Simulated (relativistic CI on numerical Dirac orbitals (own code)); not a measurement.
## d6 in a ligand field

Computed with a parametric ligand-field model of a d^n configuration (Racah B and C, spin-orbit zeta, crystal field), exact diagonalisation.

Field parameters in Wybourne normalisation: Oh B⁴₀ = 21Dq, B⁴₄ = √(5/14) B⁴₀. The field is a parameter set, without covalency.

Question: Ground term and bands for B = 320, C = 1270, ζ = 0 cm⁻¹, Oh, 10Dq = 29750 cm⁻¹?

Answer: Ground term 1A1 with 0.01 electrons in the two orbitals of the cubic e set. Spin-allowed: 1T1 28702 cm⁻¹ (348 nm), 1T2 33522 cm⁻¹ (298 nm), 1T2 57978 cm⁻¹ (172 nm), 1E 58180 cm⁻¹ (172 nm). Lowest spin-forbidden: 3T1 26064 cm⁻¹ (384 nm), 3T2 28475 cm⁻¹ (351 nm), 5T2 48063 cm⁻¹ (208 nm).

Question: Ground term and bands for B = 390, C = 1920, ζ = 0 cm⁻¹, Oh, 10Dq = 16050 cm⁻¹?

Answer: Ground term 1A1 with 0.04 electrons in the two orbitals of the cubic e set. Spin-allowed: 1T1 14731 cm⁻¹ (679 nm), 1T2 20074 cm⁻¹ (498 nm), 1T2 30161 cm⁻¹ (332 nm), 1E 30539 cm⁻¹ (327 nm). Lowest spin-forbidden: 3T1 10677 cm⁻¹ (937 nm), 3T2 13313 cm⁻¹ (751 nm), 5T2 15701 cm⁻¹ (637 nm).

Question: Ground term and bands for B = 1040, C = 4000, ζ = 0 cm⁻¹, Oh, 10Dq = 9250 cm⁻¹?

Answer: Ground term 5T2 with 2.00 electrons in the two orbitals of the cubic e set. Spin-allowed: 5E 9250 cm⁻¹ (1081 nm). Lowest spin-forbidden: 3T1 13401 cm⁻¹ (746 nm), 1A1 14947 cm⁻¹ (669 nm), 3T2 17226 cm⁻¹ (581 nm).

Question: Ground term and bands for B = 860, C = 3960, ζ = 0 cm⁻¹, Oh, 10Dq = 23000 cm⁻¹?

Answer: Ground term 1A1 with 0.06 electrons in the two orbitals of the cubic e set. Spin-allowed: 1T1 20576 cm⁻¹ (486 nm), 1T2 31269 cm⁻¹ (320 nm), 1T2 42901 cm⁻¹ (233 nm), 1E 43246 cm⁻¹ (231 nm). Lowest spin-forbidden: 3T1 12055 cm⁻¹ (830 nm), 5T2 12400 cm⁻¹ (806 nm), 3T2 17316 cm⁻¹ (577 nm).

Question: Ground term and bands for B = 990, C = 4150, ζ = 0 cm⁻¹, Oh, 10Dq = 35100 cm⁻¹?

Answer: Ground term 1A1 with 0.04 electrons in the two orbitals of the cubic e set. Spin-allowed: 1T1 32327 cm⁻¹ (309 nm), 1T2 45599 cm⁻¹ (219 nm), 1T2 66490 cm⁻¹ (150 nm), 1E 66904 cm⁻¹ (149 nm). Lowest spin-forbidden: 3T1 23433 cm⁻¹ (427 nm), 3T2 29999 cm⁻¹ (333 nm), 5T2 34140 cm⁻¹ (293 nm).
